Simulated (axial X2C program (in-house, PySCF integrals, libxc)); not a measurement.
TiI: cheaper levels and CCSD(T), with spin–orbit coupling

All values were computed with an axial X2C code built on PySCF integrals. Two-component (2c) means X2C with spin–orbit coupling and atomic mean-field two-electron Coulomb and Gaunt terms. Basis: I dyall-cv3z [11s12p8d4f1g], Ti dyall-cv3z [10s10p6d4f2g] (cores contracted in-house); Gaussian nuclei, density fitting, unrestricted open shells. Masses: I 126.904 u, Ti 47.948 u.

State: Ω = 3/2 (⟨Sz⟩ = -1.50, ⟨Lz⟩ = 3.00 at HF); fragments I + Ti.

```json
{"level": "PBE0", "Re (Å)": "2.619", "ωe (cm⁻¹)": "256.0"}
{"level": "HF", "Re (Å)": "2.763", "ωe (cm⁻¹)": "232.8"}
{"level": "MP2", "Re (Å)": "2.703", "ωe (cm⁻¹)": "242.1"}
{"level": "CCSD", "Re (Å)": "2.693", "ωe (cm⁻¹)": "243.8"}
{"level": "PBE50", "Re (Å)": "2.640", "ωe (cm⁻¹)": "254.7"}
```

Correlated methods: 11 electrons correlated (number of frozen shells: I 4 s, 3 p, 2 d; Ti 3 s, 2 p), 329 virtual spin orbitals or spinors in MP2, 90 natural virtuals in coupled cluster.

CCSD(T), same Hamiltonian and basis:

Re = 2.688 Å, ωe = 243.6 cm⁻¹, De = 2.63 eV; T1 = 0.027 (Lee–Taylor normalisation).

**Question.** Give the differences from CCSD(T) in the columns below.

**Answer.** 

```json
{"level": "PBE0", "ΔRe (Å)": "-0.069", "Δωe (cm⁻¹)": "12.4"}
{"level": "HF", "ΔRe (Å)": "0.075", "Δωe (cm⁻¹)": "-10.8"}
{"level": "MP2", "ΔRe (Å)": "0.015", "Δωe (cm⁻¹)": "-1.5"}
{"level": "CCSD", "ΔRe (Å)": "0.005", "Δωe (cm⁻¹)": "0.2"}
{"level": "PBE50", "ΔRe (Å)": "-0.048", "Δωe (cm⁻¹)": "11.1"}
```

One determinant describes the state; a PBE0 search over occupations chose it and may have missed a lower one. De is counted from the lowest determinant-based energies of the atoms at the same level, without counterpoise correction. De is not given where an atomic determinant may have missed its ground term or J level, or where the truncated virtual space spoils (T). Density functionals use the spin component along the axis (collinear). Coupled cluster ran in a truncated set of natural virtual spinors; the MP2 energy of the rest was added. (T) has no such correction and the atoms are truncated less, which lowers De at CCSD(T) by a hundredth of an eV or more. The 2c atoms are single determinants rather than J levels; their spin–orbit lowering is only partly caught, and De is too large by that part. This holds for CCSD(T). Other states lie close and PBE0, whose exact exchange favours high spin, may order them wrongly; the determinant shown need not be the ground state. The nearest other 2c determinant of the search, Ω = 9/2, lies 0.07 eV up at the distance of the search. The functionals have no current-density term, which raises determinants with orbital currents, atoms included. With several unpaired electrons one determinant need not be a pure state. The outer-core s and p shells of the metal are frozen in the correlated rows, which leaves out core–valence correlation; for alkali and alkaline-earth bonds that tends to lengthen them. With the outer-core shells frozen, correlated bond lengths of heavy atoms tend to come out a few hundredths of an ångström too long.
